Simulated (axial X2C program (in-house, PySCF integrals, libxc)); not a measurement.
# CoSb: from Re and ωe to a spectrum

A bond curve at the PBE0 level, with spin–orbit coupling, was computed with an axial X2C code built on PySCF integrals (basis Sb dyall-cv3z [11s12p8d4f1g], Co dyall-cv3z [9s10p6d3f2g] (cores contracted in-house)) for the state Ω = 4 (⟨Sz⟩ = 1.99, ⟨Lz⟩ = 2.01 at PBE0). Its fit gives Re = 2.4246 Å, ωe = 244.3 cm⁻¹, ωexe = 0.759 cm⁻¹ and αe = 3.152e-04 cm⁻¹; the masses are 120.9038 and 58.9332 u. Two-component means X2C with spin–orbit coupling and atomic mean-field Coulomb and Gaunt terms.

Question: Find the reduced mass, Be and the force constant.

Answer: From the PBE0 values: μ = 39.6206 u. Be = 16.8576/(μ Re²) = 0.07238 cm⁻¹. k = 5.8918×10⁻⁷ μ ωe² = 1.39 mdyn/Å.

Question: Estimate the centrifugal constant by the Kratzer relation.

Answer: D = 4Be³/ωe² = 2.54e-08 cm⁻¹.

Question: Where do the fundamental and the first overtone lie?

Answer: ν(1←0) = ωe − 2ωexe = 242.8 cm⁻¹; ν(2←0) = 2ωe − 6ωexe = 484.0 cm⁻¹.

Question: A Morse curve ties αe to the other constants (Pekeris). How well does that hold?

Answer: αe(Morse) = 6Be²/ωe × (√(ωexe/Be) − 1) = 2.880e-04 cm⁻¹; the PBE0 curve gives 3.152e-04 cm⁻¹, a ratio of 0.91.

Occupations by symmetry block were frozen at the best pattern of an incomplete PBE0 search. Density functionals use the spin component along the axis (collinear). PBE0 can misorder states that lie within some tenths of an eV, so this need not be the ground state of the molecule. The nearest other 2c determinant of the search, Ω = 3, lies 0.17 eV up at the distance of the search. The functionals have no current-density term, which raises determinants with orbital currents, atoms included. With several unpaired electrons one determinant need not be a pure state. Open-shell Ω = 0 determinants with evenly filled partner blocks cannot be reached by this program, so the Ω shown need not be the lowest component.
